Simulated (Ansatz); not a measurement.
The cluster Ca2Si⁻. Charge -1, multiplicity 2. Geometry B3LYP-D4/def2-TZVPD, basis def2-TZVPD, Ansatz.

```xyz
3

Ca    0.5896   -1.0516    1.5272
Ca    0.2285    1.7953   -0.7145
Si   -0.8181   -0.7437   -0.8127
```

```csv
run,HOMO (eV),LUMO (eV)
A,-0.21,1.26
B,0.19,0.93
C,0.53,0.88
D,-1.37,2.31
```

HSE06 is defined as in plane-wave codes, on full-range PBE exchange. The order of the spin states hangs on the level: the quartet lies 0.12 eV below the doublet at PBE0-D4/def2-TZVPD, but 0.09 eV above it at PBE-D4/def2-TZVPD. The structure comes from a short search, and lower isomers may exist.

HOMO and LUMO are taken over both spins.

Problem. The runs used HSE06, PBE, PBE0, ωB97M-V. Estimate which is which.

Solution. A PBE0 (25 % exact exchange); B HSE06 (range-separated); C PBE (0 % exact exchange); D ωB97M-V (range-separated). Exact exchange lowers occupied and raises empty levels; among semilocal functionals meta-GGAs tend to open the gap a little, and such runs are hard to tell apart. The gap grows from 0.35 eV (PBE) to 3.68 eV (ωB97M-V). At PBE0-D4/def2-TZVPD, HSE06-D4/def2-TZVPD the charge -1 doublet is spin-contaminated (final ⟨S²⟩ up to 0.95, 0.75 for a pure state). At HSE06-D4/def2-TZVPD, PBE-D4/def2-TZVPD the highest occupied level of the charge -1 doublet lies above zero (up to 0.53 eV). By energy differences its removal costs 1.14 eV (vertical, to the charge 0 triplet, at PBE-D4/def2-TZVPD); a positive level beside a positive removal energy at the same level points to self-interaction error.
